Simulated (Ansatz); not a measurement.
C$_{2}$H$_{6}$B$_{2}$FN, SMILES `BN=CBCF`. Charge 0, multiplicity 1. The geometry is a stationary point of PBE0-D4/def2-TZVP. It is one conformer, not always the lowest.

```xyz
12

B     2.757   -0.707    0.213
N     1.428   -0.698    0.022
C     0.183   -0.663   -0.150
B    -0.634    0.647    0.083
C    -2.170    0.720   -0.125
F    -2.762   -0.468   -0.533
H     3.470   -0.443   -0.711
H     3.177   -0.983    1.299
H    -0.317   -1.584   -0.471
H    -0.062    1.636    0.434
H    -2.658    1.045    0.806
H    -2.412    1.497   -0.866
```

Problem. What is the dipole moment at r2SCAN/def2-TZVPP? (An estimate is asked.)

Solution. Computed: 1.57 D, with components (-1.01, 1.20, 0.18) D in this frame, pointing from negative to positive charge.

Problem. And with PBE, B3LYP, ωB97M-V? (Best estimate.)

Solution. Ansatz gave: PBE 1.54 D, B3LYP 1.68 D, ωB97M-V 1.84 D.

Problem. Give the Mulliken charges with r2SCAN, B3LYP, PBE in def2-TZVPP. (An estimate is asked.)

Solution. The calculation gave: 
| atom | r2SCAN | B3LYP | PBE |
| --- | --- | --- | --- |
| B1 | -0.17 | -0.23 | -0.22 |
| N2 | 0.07 | 0.10 | 0.16 |
| C3 | -0.07 | -0.10 | -0.13 |
| B4 | 0.05 | -0.02 | -0.01 |
| C5 | 0.16 | 0.12 | 0.07 |
| F6 | -0.26 | -0.26 | -0.22 |
| H7 | 0.00 | 0.02 | 0.01 |
| H8 | 0.00 | 0.02 | 0.01 |
| H9 | 0.10 | 0.13 | 0.11 |
| H10 | 0.01 | 0.04 | 0.02 |
| H11 | 0.06 | 0.09 | 0.09 |
| H12 | 0.06 | 0.09 | 0.09 |

B3LYP here is the variant with VWN-RPA as its local correlation; programs differ in this.
